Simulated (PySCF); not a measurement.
hydrogen fluoride (HF), SMILES F.

Coordinates come from a PBE0-D3(BJ)/def2-TZVPD optimisation.

Level of theory: M06-2X/def2-TZVPD run with PySCF.

Gas-phase values at a fixed geometry.

Computed frontier levels, gap, dipole moment and polarisability:
The highest occupied level is -14.11 eV. The lowest empty level is 0.60 eV and the orbital gap is 14.70 eV. The dipole moment is 1.84 D and the quadrupole, principal values (traceless, Buckingham form, about the centre of nuclear charge) comes out as -1.08, -1.08, 2.17 D·Å. The mean static polarisability comes out as 5.5 bohr³ (0.81 Å³) and the polarisability, principal values is 5.1, 5.1, 6.3 bohr³.
